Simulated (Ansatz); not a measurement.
Reaction (ligand exchange at the Si–Cl bond): `[OH][GeH2][SiH](O)Cl` + CH₃OH → `CO[SiH](O)[GeH2][OH]` + HCl

Gas-phase electronic energies from Ansatz, PBE0-D4/def2-TZVP geometries. CCSD(T)/CBS is the MP2 limit (def2-TZVPP, def2-QZVPP) plus CCSD(T) − MP2 in def2-TZVPP, frozen cores. This one scheme is used for every species. Functionals use def2-TZVPP. B3LYP here is the variant with VWN-RPA as its local correlation; programs differ in this. For Ge outer-core shells are correlated without core-valence functions, which leaves a few kJ/mol of doubt a bond. Scalar relativity is left out up to krypton. One conformer a species, not always the lowest.

| level | ΔE (kJ/mol) | difference from CCSD(T)/CBS |
| --- | --- | --- |
| PBE-D4 | 4.4 | 8.3 |
| ωB97M-V | -2.6 | 1.3 |
| PBE | 6.0 | 9.9 |
| PBE0 | 5.2 | 9.1 |
| B3LYP | -2.7 | 1.2 |
| MP2/def2-TZVPP | -5.3 | -1.4 |
| HF/def2-QZVPP | -6.7 | -2.8 |
| MP2/def2-QZVPP | -2.9 | 1.0 |
| HF/CBS(def2) | -6.8 | -2.9 |
| CCSD/CBS(def2) | -4.3 | -0.4 |
| CCSD(T)/CBS | -3.9 | 0 |

Largest T1 diagnostic among the species: 0.012.
